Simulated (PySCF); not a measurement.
C$_{2}$H$_{5}$S, doublet, geometry from GFN2-xTB; PySCF with PBE0/STO-3G.

Here is a job for PySCF.
```python
from pyscf import gto, scf, dft

mol = gto.Mole()
mol.atom = '''
    C     0.005961    1.318105   -0.607329
    S    -0.171148    0.115116    0.583727
    C     0.222020   -1.373632   -0.385197
    H     0.710619    1.157904   -1.399658
    H    -0.226497    2.316277   -0.297022
    H     0.132268   -2.225304    0.280552
    H    -0.483491   -1.459379   -1.206035
    H     1.237578   -1.298185   -0.762312
'''
mol.basis = 'sto-3g'
mol.charge = 0
mol.spin = 1
mol.verbose = 4
mol.build()

mf = dft.UKS(mol)
mf.xc = 'pbe0'
mf.diis = False
mf.max_cycle = 100
mf.kernel()
```

Q: Write the output that PySCF gives for this input, abridged.

A: 
```
PySCF version 2.14.0

[INPUT] verbose = 4
[INPUT] num. atoms = 8
[INPUT] num. electrons = 33
[INPUT] charge = 0
[INPUT] spin (= nelec alpha-beta = 2S) = 1
[INPUT] symmetry False subgroup None
[INPUT] Mole.unit = angstrom
[INPUT] Symbol           X                Y                Z      unit          X                Y                Z       unit  Magmom
[...]
nuclear repulsion = 104.340278667905
number of shells = 16
number of NR pGTOs = 72
number of NR cGTOs = 24
basis = sto-3g
ecp = {}

******** <class 'pyscf.dft.uks.UKS'> ********
method = UKS
initial guess = minao
damping factor = 0
level_shift factor = 0
DIIS disabled
SCF conv_tol = 1e-09
SCF conv_tol_grad = None
SCF max_cycles = 100
direct_scf = True
direct_scf_tol = 1e-13
number electrons alpha = 17  beta = 16
XC library pyscf.dft.libxc version 7.1.2
    S. Lehtola, C. Steigemann, M. J. T. Oliveira, and M. A. L. Marques,  SoftwareX 7, 1–5 (2018)
XC functionals = pbe0
    C. Adamo and V. Barone,  J. Chem. Phys. 110, 6158 (1999)
    M. Ernzerhof and G. E. Scuseria,  J. Chem. Phys. 110, 5029 (1999)
radial grids:
    Treutler-Ahlrichs [JCP 102, 346 (1995); DOI:10.1063/1.469408] (M4) radial grids

becke partition: Becke, JCP 88, 2547 (1988); DOI:10.1063/1.454033
pruning grids: <function nwchem_prune>
grids dens level: 3
symmetrized grids: False
atomic radii adjust function: <function treutler_atomic_radii_adjust>
small_rho_cutoff = 0
Set gradient conv threshold to 3.16228e-05
tot grids = 96160
init E= -471.708208480715

cycle= 1 E= -471.755012414885  delta_E= -0.0468  |g|= 0.119  |ddm|= 2.49
cycle= 2 E= -471.763911352344  delta_E= -0.0089  |g|= 0.0938  |ddm|= 0.371
cycle= 3 E= -471.763699334924  delta_E= 0.000212  |g|= 0.0932  |ddm|= 0.282
cycle= 4 E= -471.763405454675  delta_E= 0.000294  |g|= 0.0963  |ddm|=  0.3
cycle= 5 E= -471.761894925751  delta_E= 0.00151  |g|= 0.106  |ddm|= 0.32
cycle= 6 E= -471.761437841089  delta_E= 0.000457  |g|= 0.109  |ddm|= 0.342
cycle= 7 E= -471.759212334739  delta_E= 0.00223  |g|= 0.122  |ddm|= 0.367
cycle= 8 E= -471.758642706546  delta_E= 0.00057  |g|= 0.125  |ddm|= 0.393
cycle= 9 E= -471.755329786759  delta_E= 0.00331  |g|= 0.142  |ddm|= 0.425
cycle= 10 E= -471.754632044073  delta_E= 0.000698  |g|= 0.145  |ddm|= 0.456
cycle= 11 E= -471.749595508702  delta_E= 0.00504  |g|= 0.167  |ddm|= 0.496
cycle= 12 E= -471.74877956519  delta_E= 0.000816  |g|= 0.17  |ddm|= 0.535
cycle= 13 E= -471.740911277949  delta_E= 0.00787  |g|= 0.199  |ddm|= 0.586
cycle= 14 E= -471.740034441163  delta_E= 0.000877  |g|= 0.201  |ddm|= 0.634
cycle= 15 E= -471.727299819537  delta_E= 0.0127  |g|= 0.241  |ddm|= 0.699
cycle= 16 E= -471.726517031378  delta_E= 0.000783  |g|= 0.242  |ddm|= 0.762
cycle= 17 E= -471.704958900811  delta_E= 0.0216  |g|= 0.297  |ddm|= 0.848
cycle= 18 E= -471.704584019189  delta_E= 0.000375  |g|= 0.295  |ddm|= 0.93
cycle= 19 E= -471.666054356729  delta_E= 0.0385  |g|= 0.373  |ddm|= 1.05
cycle= 20 E= -471.665990543742  delta_E= 6.38e-05  |g|= 0.369  |ddm|= 1.16
cycle= 21 E= -471.592757189214  delta_E= 0.0732  |g|= 0.483  |ddm|= 1.33
cycle= 22 E= -471.567645445247  delta_E= 0.0251  |g|= 0.505  |ddm|= 1.56
cycle= 23 E= -471.402666013289  delta_E= 0.165  |g|= 0.67  |ddm|= 1.84
cycle= 24 E= -470.666520517795  delta_E= 0.736  |g|= 0.944  |ddm|= 3.13
cycle= 25 E= -469.368997186421  delta_E=  1.3  |g|= 1.65  |ddm|= 4.65
cycle= 26 E= -465.85422793917  delta_E= 3.51  |g|= 1.74  |ddm|= 6.18

cycle= 27 E= -457.867041551087  delta_E= 7.99  |g|= 1.93  |ddm|= 9.04
cycle= 28 E= -455.383441600139  delta_E= 2.48  |g|= 1.53  |ddm|= 10.5
cycle= 29 E= -452.297132716008  delta_E= 3.09  |g|= 1.21  |ddm|= 10.6
cycle= 30 E= -450.948853027192  delta_E= 1.35  |g|= 1.05  |ddm|= 11.9
cycle= 31 E= -451.999018373398  delta_E= -1.05  |g|= 0.99  |ddm|= 11.9
cycle= 32 E= -450.947313615114  delta_E= 1.05  |g|= 1.05  |ddm|= 11.9
cycle= 33 E= -451.998019941848  delta_E= -1.05  |g|= 0.988  |ddm|= 11.9
cycle= 34 E= -450.947389486433  delta_E= 1.05  |g|= 1.05  |ddm|= 11.9
[...]
cycle= 46 E= -450.947391828494  delta_E= 1.05  |g|= 1.05  |ddm|= 11.9
cycle= 47 E= -451.9980044624  delta_E= -1.05  |g|= 0.988  |ddm|= 11.9
cycle= 48 E= -450.947391828495  delta_E= 1.05  |g|= 1.05  |ddm|= 11.9
cycle= 49 E= -451.998004462399  delta_E= -1.05  |g|= 0.988  |ddm|= 11.9
cycle= 50 E= -450.947391828495  delta_E= 1.05  |g|= 1.05  |ddm|= 11.9
cycle= 51 E= -451.9980044624  delta_E= -1.05  |g|= 0.988  |ddm|= 11.9
cycle= 52 E= -450.947391828494  delta_E= 1.05  |g|= 1.05  |ddm|= 11.9
cycle= 53 E= -451.9980044624  delta_E= -1.05  |g|= 0.988  |ddm|= 11.9
cycle= 54 E= -450.947391828494  delta_E= 1.05  |g|= 1.05  |ddm|= 11.9
cycle= 55 E= -451.9980044624  delta_E= -1.05  |g|= 0.988  |ddm|= 11.9
cycle= 56 E= -450.947391828495  delta_E= 1.05  |g|= 1.05  |ddm|= 11.9
cycle= 57 E= -451.9980044624  delta_E= -1.05  |g|= 0.988  |ddm|= 11.9
cycle= 58 E= -450.947391828495  delta_E= 1.05  |g|= 1.05  |ddm|= 11.9
cycle= 59 E= -451.9980044624  delta_E= -1.05  |g|= 0.988  |ddm|= 11.9
cycle= 60 E= -450.947391828494  delta_E= 1.05  |g|= 1.05  |ddm|= 11.9
cycle= 61 E= -451.9980044624  delta_E= -1.05  |g|= 0.988  |ddm|= 11.9
cycle= 62 E= -450.947391828494  delta_E= 1.05  |g|= 1.05  |ddm|= 11.9
cycle= 63 E= -451.9980044624  delta_E= -1.05  |g|= 0.988  |ddm|= 11.9
cycle= 64 E= -450.947391828494  delta_E= 1.05  |g|= 1.05  |ddm|= 11.9
cycle= 65 E= -451.9980044624  delta_E= -1.05  |g|= 0.988  |ddm|= 11.9
cycle= 66 E= -450.947391828494  delta_E= 1.05  |g|= 1.05  |ddm|= 11.9
cycle= 67 E= -451.9980044624  delta_E= -1.05  |g|= 0.988  |ddm|= 11.9
cycle= 68 E= -450.947391828494  delta_E= 1.05  |g|= 1.05  |ddm|= 11.9
cycle= 69 E= -451.9980044624  delta_E= -1.05  |g|= 0.988  |ddm|= 11.9
cycle= 70 E= -450.947391828495  delta_E= 1.05  |g|= 1.05  |ddm|= 11.9
cycle= 71 E= -451.9980044624  delta_E= -1.05  |g|= 0.988  |ddm|= 11.9
cycle= 72 E= -450.947391828494  delta_E= 1.05  |g|= 1.05  |ddm|= 11.9
cycle= 73 E= -451.9980044624  delta_E= -1.05  |g|= 0.988  |ddm|= 11.9
cycle= 74 E= -450.947391828495  delta_E= 1.05  |g|= 1.05  |ddm|= 11.9
cycle= 75 E= -451.9980044624  delta_E= -1.05  |g|= 0.988  |ddm|= 11.9
cycle= 76 E= -450.947391828494  delta_E= 1.05  |g|= 1.05  |ddm|= 11.9
cycle= 77 E= -451.9980044624  delta_E= -1.05  |g|= 0.988  |ddm|= 11.9
cycle= 78 E= -450.947391828494  delta_E= 1.05  |g|= 1.05  |ddm|= 11.9
cycle= 79 E= -451.9980044624  delta_E= -1.05  |g|= 0.988  |ddm|= 11.9
cycle= 80 E= -450.947391828494  delta_E= 1.05  |g|= 1.05  |ddm|= 11.9
cycle= 81 E= -451.9980044624  delta_E= -1.05  |g|= 0.988  |ddm|= 11.9
cycle= 82 E= -450.947391828494  delta_E= 1.05  |g|= 1.05  |ddm|= 11.9
cycle= 83 E= -451.9980044624  delta_E= -1.05  |g|= 0.988  |ddm|= 11.9
cycle= 84 E= -450.947391828494  delta_E= 1.05  |g|= 1.05  |ddm|= 11.9
cycle= 85 E= -451.9980044624  delta_E= -1.05  |g|= 0.988  |ddm|= 11.9
cycle= 86 E= -450.947391828494  delta_E= 1.05  |g|= 1.05  |ddm|= 11.9
cycle= 87 E= -451.9980044624  delta_E= -1.05  |g|= 0.988  |ddm|= 11.9
cycle= 88 E= -450.947391828495  delta_E= 1.05  |g|= 1.05  |ddm|= 11.9
cycle= 89 E= -451.9980044624  delta_E= -1.05  |g|= 0.988  |ddm|= 11.9
cycle= 90 E= -450.947391828494  delta_E= 1.05  |g|= 1.05  |ddm|= 11.9
cycle= 91 E= -451.998004462399  delta_E= -1.05  |g|= 0.988  |ddm|= 11.9
cycle= 92 E= -450.947391828495  delta_E= 1.05  |g|= 1.05  |ddm|= 11.9
cycle= 93 E= -451.9980044624  delta_E= -1.05  |g|= 0.988  |ddm|= 11.9
cycle= 94 E= -450.947391828494  delta_E= 1.05  |g|= 1.05  |ddm|= 11.9
cycle= 95 E= -451.9980044624  delta_E= -1.05  |g|= 0.988  |ddm|= 11.9
cycle= 96 E= -450.947391828494  delta_E= 1.05  |g|= 1.05  |ddm|= 11.9
cycle= 97 E= -451.9980044624  delta_E= -1.05  |g|= 0.988  |ddm|= 11.9
cycle= 98 E= -450.947391828494  delta_E= 1.05  |g|= 1.05  |ddm|= 11.9
cycle= 99 E= -451.9980044624  delta_E= -1.05  |g|= 0.988  |ddm|= 11.9
cycle= 100 E= -450.947391828494  delta_E= 1.05  |g|= 1.05  |ddm|= 11.9
SCF not converged.
SCF energy = -450.947391828494 after 100 cycles  <S^2> = 0.75330639  2S+1 = 2.0033037
```

The run did not converge; its last values are not results.
